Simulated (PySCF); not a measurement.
**Polarisability and C₆ of Sn²⁺ (tin, charge +2)**

[Kr] 4d10 5s2, closed-shell 1S. Calculation: PySCF 2.14, in aug-cc-pVQZ-PP with ECP28MDF; scalar relativity through the core potential. Coupled (time-dependent) response in atomic units; α is the mean over directions.

```
method  mean α (bohr³)  C₆ (like pair)  S(−4)
   UHF           17.77           98.74  133.5
   PBE           14.63           78.89  84.15
  PBE0           15.35           83.24  94.43
```

S(−4) is the Cauchy moment in α(ω) = α(0) + S(−4) ω² + …

α(iu) at UHF:

```
u (hartree)  α(iu) (bohr³)
          0          17.77
     0.0500          17.44
      0.100          16.53
      0.200          13.78
      0.300          10.95
      0.500          7.012
      0.750          4.549
       1.00          3.302
       1.50          2.084
       2.00          1.478
       3.00         0.8632
       5.00         0.3905
```

A single London oscillator, α(iu) = α/(1 + u²/ω²), gives C₆ = (3/4) ω α². Matching the computed C₆ needs ω = 4 × 98.74 / (3 × 17.77²) = 0.417 hartree.

For an ion, C₆ is the dispersion term alone; charge-induced terms of lower order in 1/R come first.

Energies and moments cover only the electrons outside the core potential.
